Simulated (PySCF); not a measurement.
S(14+) (sulfur, charge +14): Hartree-Fock from Schrödinger to Dirac-Coulomb-Breit

Occupied: 1s1/2. Hartree-Fock calculated with PySCF 2.14 in an even-tempered Gaussian basis (16 s from 0.83 bohr⁻², ratio 2.7; 10 p from 0.99 bohr⁻², ratio 2.7), Gaussian nucleus throughout. NR is non-relativistic, sf-X2C the spin-free one-electron X2C Hamiltonian, X2C adds the bare one-electron spin-orbit term, X2C-SNSO screens it by Boettger's factors, DC is four-component Dirac-Coulomb, and the Gaunt and Breit terms are added at first order (total energies over the DC spinors, levels after relaxing the spinors in that mean field). QED terms are absent. Levels marked empty are virtual spinors of this ion.

```csv
Hamiltonian,E (hartree),E − E(DC) (hartree),CPU seconds
NR,-246.1093,0.8291,0.21
sf-X2C,-246.9128,0.0256,0.11
X2C,-246.9128,0.0256,0.11
X2C-SNSO,-246.9128,0.0256,0.11
DC,-246.9384,0.0000,1.8
DC+Gaunt,-246.8868,0.0516,3.2
DC+Breit,-246.8868,0.0516,28
```

Task: Give the 2p spin-orbit interval with each Hamiltonian that has one.

Result: X2C 2.204; X2C-SNSO 2.066; DC 1.975; DC+Gaunt 1.855; DC+Breit 1.855 (eV).

```json
{"level (eV)": "1s1/2", "NR": "-3215.5", "sf-X2C": "-3225.4", "X2C": "-3225.4", "X2C-SNSO": "-3225.4", "DC": "-3226.1", "DC+Gaunt": "-3224.7", "DC+Breit": "-3224.7"}
{"level (eV)": "2s1/2 (empty)", "NR": "-704.20", "sf-X2C": "-706.92", "X2C": "-706.92", "X2C-SNSO": "-706.92", "DC": "-706.98", "DC+Gaunt": "-706.85", "DC+Breit": "-706.86"}
{"level (eV)": "2p1/2 (empty)", "NR": "-676.65", "sf-X2C": "-677.69", "X2C": "-679.17", "X2C-SNSO": "-679.08", "DC": "-679.03", "DC+Gaunt": "-678.77", "DC+Breit": "-678.81"}
{"level (eV)": "2p3/2 (empty)", "NR": "-676.65", "sf-X2C": "-677.69", "X2C": "-676.96", "X2C-SNSO": "-677.01", "DC": "-677.05", "DC+Gaunt": "-676.92", "DC+Breit": "-676.96"}
{"level (eV)": "3s1/2 (empty)", "NR": "-305.95", "sf-X2C": "-306.88", "X2C": "-306.88", "X2C-SNSO": "-306.88", "DC": "-306.90", "DC+Gaunt": "-306.86", "DC+Breit": "-306.86"}
```

Weight of the small component: 1s1/2 0.00329, 2s1/2 0.000700, 2p1/2 0.000686, 2p3/2 0.000684, 3s1/2 0.000302.

Koopmans' value for the highest occupied level at DC+Breit: 3224.7 eV, against an ionisation energy of 3223.8 eV (theoretical estimate listed by NIST; NIST Atomic Spectra Database, ionization energies); the former lacks relaxation, correlation, QED and recoil.

The whole ladder took 34 s of wall time on 1 thread of Neoverse-N1 (shared host), launched as `OMP_NUM_THREADS=1 python relrun2.py TASK.json OUT` (a driver that calls PySCF for each Hamiltonian).
